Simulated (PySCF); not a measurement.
Checking a proposed structure

A compound C₇H₈N₄ gives the data below (simulated from a calculation) and was assigned the structure `N#Cc1cnn(C2CCC2)n1`.

13C{1H} NMR (computed): δ 167.0 (C), 124.8 (C), 117.6 (C), 41.9 (CH3), 15.2 (CH2, 2C), 9.7 (CH).

1H NMR (400 MHz, computed): δ 4.19 (s, 3H), 2.18 (m, 1H), 1.22 (m, 2H), 1.07 (m, 2H).

[PySCF 2.14.0 with density-fitted response routines: shieldings: GIAO PBE0/pcSseg-1; coordinates at the GFN2-xTB level; gas phase; non-relativistic Hamiltonian; one computed conformer; one averaged value for each set of equivalent atoms]

Scale: 1H (σ = 31.72 ppm), 13C (σ = 186.93 ppm) vs TMS (reference shieldings calculated alike).

**Question.** Compare with the shifts computed for the proposed structure, pairing carbons in order of shift.

**Answer.** Atoms are numbered as in `[N:1]#[C:2][c:3]1[cH:4][n:5][n:6]([CH:7]2[CH2:8][CH2:9][CH2:10]2)[n:11]1`. Hydrogens are named by the atom that carries them.

```csv
atom,computed for proposal,given list,difference
C4,147.3,167.0,-19.7
C3,125.4,124.8,+0.6
C2,117.3,117.6,-0.3
C7,57.9,41.9,+16.0
C8,32.0,15.2,+16.8
C10,32.0,15.2,+16.8
C9,14.3,9.7,+4.6
```

The rms difference is 13.2 ppm and the largest -19.7 ppm at C4 (aromatic CH next to a ring nitrogen). The carbon types in order of shift don't match either: CH, C, C, CH, CH2, CH2, CH2 for the proposal against C, C, C, CH3, CH2, CH2, CH in the data. The proposal doesn't fit.

**Question.** Which isomer fits?

**Answer.** `Cn1nc(C#N)c(C2CC2)n1`.

- Carbon types of the structure: 3 × C, 1 × CH, 2 × CH2, 1 × CH3, which accounts for all hydrogens.
- δC 167.0, 124.8: substituted aromatic carbon next to a ring nitrogen.
- δC 117.6: nitrile carbon; C≡N carbons fall here, among the sp2 signals but without a proton.
- δC 41.9: methyl carbon bonded to N; deshielded by the electronegative neighbour.
- δH 4.19: hydrogen on a methyl carbon bonded to N; its carbon carries N, which withdraws density.

This is the structure that produced the data.

Shifts are as computed. Against solution values, carbons near 30 ppm lie about +3 ppm off and those near 130 ppm about +5 ppm. Of 1211 compounds with measured shifts, 218 miss one by over three times the rms of a fit or turn the order of signals round; such compounds aren't used in these exercises. Multiplicities follow the n + 1 count of equivalent neighbours, as no J values were calculated; m marks all less simple cases, F and P coupling included.
